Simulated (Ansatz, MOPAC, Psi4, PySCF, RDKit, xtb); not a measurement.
Two geometries of C₄H₁₄Si₂, SMILES CC([SiH2][SiH2]C)C, relaxed at B3LYP-D3(BJ)/def2-SVP with one dihedral held; other torsions can differ between them too.

Structure A

```
20

C     -3.0076     0.4080    -0.4529
Si    -1.6177    -0.8707    -0.6045
Si    -0.0825    -0.7017     1.1749
C     -0.7856    -1.4197     2.7994
C     -2.0731    -0.7036     3.2302
C     -0.9889    -2.9381     2.7042
H     -3.6006     0.2441     0.4601
H     -3.6876     0.3515    -1.3178
H     -2.5917     1.4270    -0.4093
H     -0.8963    -0.6690    -1.8998
H     -2.2010    -2.2491    -0.6358
H      1.1837    -1.4184     0.8247
H      0.2535     0.7449     1.3724
H     -0.0083    -1.2213     3.5610
H     -1.9402     0.3880     3.3001
H     -2.4155    -1.0620     4.2162
H     -2.8927    -0.8935     2.5165
H     -1.7457    -3.1940     1.9435
H     -0.0588    -3.4637     2.4352
H     -1.3398    -3.3514     3.6656
```

Structure B

```
20

C      3.0004     0.3631    -0.3811
Si     1.6146    -0.9121    -0.5793
Si     0.0513    -0.7408     1.1838
C     -1.5591     0.0978     0.5928
C     -2.3106    -0.7771    -0.4198
C     -1.2805     1.5006     0.0345
H      3.5335     0.2068     0.5699
H      3.7306     0.2888    -1.2025
H      2.5917     1.3861    -0.3760
H      0.9163    -0.7023    -1.8868
H      2.2026    -2.2873    -0.6153
H      0.6650     0.0672     2.2861
H     -0.2648    -2.0943     1.7382
H     -2.1874     0.2021     1.4970
H     -2.5486    -1.7716    -0.0098
H     -3.2612    -0.3044    -0.7220
H     -1.7167    -0.9282    -1.3370
H     -0.6468     1.4529    -0.8679
H     -0.7683     2.1444     0.7679
H     -2.2174     2.0068    -0.2557
```

**Question.** Which is lower in energy at the level CCSD(T) on RHF/cc-pVDZ, frozen core // B3LYP-D3(BJ)/def2-SVP (Ansatz, a first-principles code), and by how much?

**Answer.** A is lower, by 0.46 kcal/mol (dihedral C1–Si2–Si3–C4: 75° in A, 105° in B).

E(B) − E(A) in kcal/mol at the other levels, on the same two geometries: MMFF94 // B3LYP-D3(BJ)/def2-SVP (RDKit) 0.93; B3LYP/def2-TZVP // B3LYP-D3(BJ)/def2-SVP (Psi4) 0.29; B3LYP-D3(BJ)/def2-TZVP // B3LYP-D3(BJ)/def2-SVP (Psi4) 0.44; PBE/def2-TZVP // B3LYP-D3(BJ)/def2-SVP (Psi4) 0.26; PBE-D3(BJ)/def2-TZVP // B3LYP-D3(BJ)/def2-SVP (Psi4) 0.37; M06-2X/def2-TZVP // B3LYP-D3(BJ)/def2-SVP (Psi4) 0.27; RHF/cc-pVDZ // B3LYP-D3(BJ)/def2-SVP (Ansatz) 0.31; MP2 on RHF/cc-pVDZ, frozen core // B3LYP-D3(BJ)/def2-SVP (Ansatz) 0.47; CCSD on RHF/cc-pVDZ, frozen core // B3LYP-D3(BJ)/def2-SVP (Ansatz) 0.44; RHF/cc-pVTZ // B3LYP-D3(BJ)/def2-SVP (Ansatz) 0.25; MP2 on RHF/cc-pVTZ, frozen core // B3LYP-D3(BJ)/def2-SVP (Ansatz) 0.43; UFF // B3LYP-D3(BJ)/def2-SVP (RDKit) 0.95; PM7, restricted, heats of formation // B3LYP-D3(BJ)/def2-SVP (MOPAC) 1.22; PM6, restricted, heats of formation // B3LYP-D3(BJ)/def2-SVP (MOPAC) 0.71; GFN1-xTB // B3LYP-D3(BJ)/def2-SVP (xtb) 0.03; restricted B3LYP/6-31G*, spherical d, density fitting // B3LYP-D3(BJ)/def2-SVP (PySCF) 0.32; restricted BP86/6-31G*, spherical d, density fitting // B3LYP-D3(BJ)/def2-SVP (PySCF) 0.25; restricted Hartree-Fock/3-21G // B3LYP-D3(BJ)/def2-SVP (PySCF) 0.16; restricted LDA (SVWN5)/6-31G*, spherical d, density fitting // B3LYP-D3(BJ)/def2-SVP (PySCF) 0.46.
